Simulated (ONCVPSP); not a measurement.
Varying the ONCV potential for Se (Z = 34)

Base potential:

* Element: Se (Z = 34)
* Generator: ONCVPSP 4.0.1
* Type: optimised norm-conserving Vanderbilt (ONCV)
* Functional: PBE
* Relativity: fully relativistic
* Frozen core: [Ne]
* Valence charge: 24
* Reference configuration: 3s2 3p6 3d10 4s2 4p3 (charge +1)
* Partial waves: 3s+4s: rc 0.95 bohr, ncon 4, nbas 9, qcut 14.2 1/bohr, 3 projectors, debl 0.4 Ha; 3p+4p: rc 1.00 bohr, ncon 4, nbas 8, qcut 10.8 1/bohr, 2 projectors; 3d: rc 0.80 bohr, ncon 4, nbas 9, qcut 16.8 1/bohr, 2 projectors, debl 3.8 Ha
* Local potential: polynomial inside 0.55 bohr (lpopt 5, dvloc0 -1 Ha)
* Core correction: Teter function, fcfact 5, rcfact 1.5

Open shells are filled in proportion to 2j + 1.

In the s channel the program set the typed energies aside and used -8.229, -0.987, 0.250 Ha.

Cutoffs, loose and tight: the cutoffs (Ha) at which the residual kinetic energy of the hardest occupied pseudo-wave falls to 1 and 0.1 mHa per electron. They do not see the model core or the augmentation charge, which bear on the density cutoff. Test errors are all-electron minus pseudo excitation energies from the reference, over the configurations 3s2 3p6 3d10 4s2 4p4; 3s2 3p6 3d10 4s2 4p2; 3s2 3p6 3d10 4s2 4p1; 3s2 3p6 3d10 4s1 4p4. A dash means not determined; rows that change the core or the reference have their own tests.

| change | outcome | cutoff, loose | cutoff, tight | bound ghosts | GHOST(+) flags above zero | largest test error (meV) |
| --- | --- | --- | --- | --- | --- | --- |
| base | generated, projector energies reset by the program | 133 Ha | 318 Ha | none | s | +2.1 |
| p: rc 0.7 | generated, projector energies reset by the program | 133 Ha | 318 Ha | none | s | +4.4 |
| p: rc 0.82 | generated, projector energies reset by the program | 133 Ha | 318 Ha | none | s | +4.4 |
| p: rc 0.9 | generated, projector energies reset by the program | 133 Ha | 318 Ha | none | s, p1/2 | +4.5 |
| p: rc 1.14 | generated, projector energies reset by the program | 133 Ha | 318 Ha | none | s | +2.0 |
| p: rc 1.26 | generated, projector energies reset by the program | 133 Ha | 318 Ha | none | s | +1.3 |
| p: rc 1.36 | generated, projector energies reset by the program | 133 Ha | 318 Ha | none | s | +0.5 |
| p: rc 1.46 | generated, projector energies reset by the program | 133 Ha | 318 Ha | none | s | -0.4 |

Reading the sweep of the p radius (base included, trends over the rows without a ghost): The loose cutoff stays near 133 Ha. The median size of the test errors (rows with all tests solved) falls from 1.4 meV at 0.7 to 0.1 meV at 1.46 bohr. This runs against the usual rule that a larger radius transfers worse; these runs do not show why.
